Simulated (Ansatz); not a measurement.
`[F][Cd][Br]` + HCl → `[Cl][Cd][Br]` + H–F at 600 K and 1 bar (ligand exchange at a Cd–F bond).

Program: Ansatz. Geometries: PBE0-D4/def2-TZVP. ΔE: electronic, gas phase. CCSD(T)/CBS adds triple-zeta CCSD(T) − MP2 to the extrapolated MP2 energy (def2 sets, frozen cores). This one scheme is used for every species. Elements past krypton have def2 core potentials. For Br, Cd outer-core shells are correlated without core-valence functions, which leaves a few kJ/mol of doubt a bond. Scalar relativity is left out up to krypton.

```
       species  CCSD(T)/CBS energy (Eh)  H − E (kJ/mol)  S (J/(mol·K))
 `[F][Cd][Br]`              -2840.89161            38.4          333.7
           HCl               -460.38127            35.4          207.2
`[Cl][Cd][Br]`              -3200.91128            37.9          346.0
           H–F               -100.39570            42.3          194.0
```

H − E and S are ideal-gas, rigid-rotor, harmonic terms from PBE0-D4/def2-TZVP. 1 Eh = 2625.50 kJ/mol, R = 8.31446 J/(mol·K).

Problem. By hand: ΔE, ΔH, ΔS and ΔG.

Solution. ΔE = (-3200.91128) + (-100.39570) − (-2840.89161) − (-460.38127) = -0.03410 Eh = -89.5 kJ/mol. Δ(H − E) = 37.9 + 42.3 − 38.4 − 35.4 = 6.4, so ΔH = -83.1 kJ/mol. ΔS = 346.0 + 194.0 − 333.7 − 207.2 = -0.9 J/(mol·K). ΔG = -83.1 − 600 × (-0.9)/1000 = -82.6 kJ/mol.

Problem. By hand: the equilibrium constant, and the temperature at which ΔG would vanish if ΔH and ΔS stayed fixed.

Solution. log₁₀ K = −ΔG/(RT ln 10) = 7.2. ΔG = 0 at ΔH/ΔS = 92333 K, far beyond where these terms or the molecules hold.

The number of gas molecules stays the same, so ΔS is small and ΔH decides. A doubt of 5 kJ/mol in ΔE shifts log₁₀ K by 0.4 here. These are equilibria of isolated gas molecules and say nothing of rates. Largest T1 diagnostic: 0.014 (customary marks: 0.02 for closed shells, 0.045 for open ones).
